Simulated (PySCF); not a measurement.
## Electron correlation in As- (arsenic, charge -1)

[Ar] 3d10 4s2 4p4, high-spin 3P determinant. All numbers are calculated (PySCF 2.14, the spin-free X2C one-electron Hamiltonian (Gaussian nucleus), in x2c-TZVPPall with one added diffuse shell each of s, p, d type (7s6p5d1f, 57 functions)). Frozen: [Ar] 3d10; 6 electrons correlated.

MP2 pair energies summed by pair of shells (mhartree):

```
 pair  energy  share (%)
4s-4p  -44.51       46.3
4p-4p  -41.94       43.6
4s-4s   -9.65       10.0
```

Total MP2 correlation energy: -96.10 mhartree.

Same-spin part -22.64 and opposite-spin part -73.47 mhartree; SCS-MP2 scales them by 1/3 and 6/5 to -95.71 mhartree.
